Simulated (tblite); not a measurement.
C4H10F2SSi.
Numbering: `[F:1][CH:2]([F:3])[CH2:4][CH2:5][S:6][CH2:7][SiH3:8]` (hydrogens: H9 on C2; H10, H11 on C4; H12, H13 on C5; H14, H15 on C7; H16, H17, H18 on Si8)

The geometry is computed with GFN2-xTB (gas phase).

Problem. What internal coordinates does the optimisation give?

Solution. 
```tsv
bond	length (pm)
F1–C2, C2–F3	135.6
C2–C4	152.1
C4–C5	152.2
C5–S6	182.4
S6–C7	182.4
C7–Si8	190.9
C2–H9	110.1
C4–H10, C4–H11	109.2
C5–H12, C5–H13	109.0
C7–H14, C7–H15	108.9
Si8–H16, Si8–H17, Si8–H18	146.2
```

Bonds in one row agree within 1 pm and their mean is given. A selection of angles:
```tsv
angle	degrees
F1–C2–F3	106.1
F1–C2–C4	110.7
C2–C4–C5	111.2
C4–C5–S6	113.1
C5–S6–C7	102.5
S6–C7–Si8	114.7
```

Dihedral angles: F1–C2–C4–C5 -73° (synclinal); C2–C4–C5–S6 -63° (synclinal); C4–C5–S6–C7 -69° (synclinal); C5–S6–C7–Si8 -61° (synclinal). The mirror-image conformer, all signs reversed, is as good.

Of the pairs four or more bonds apart, Si8···H12 is among the closest relative to their van der Waals radii: 2.94 Å, 89 % of the sum of Bondi's values. S6 (sulfide sulfur) is bent (angle 102.5°). Si8 (SiH3 silicon) is tetrahedral (angles from 106.9° to 112.3°).

Point group: C1 (no symmetry element, even within 0.4 Å). Its lowest GFN2-xTB frequency is 13 cm⁻¹, too small to tell a flat minimum from a shallow saddle. The numbers are those of one conformer.
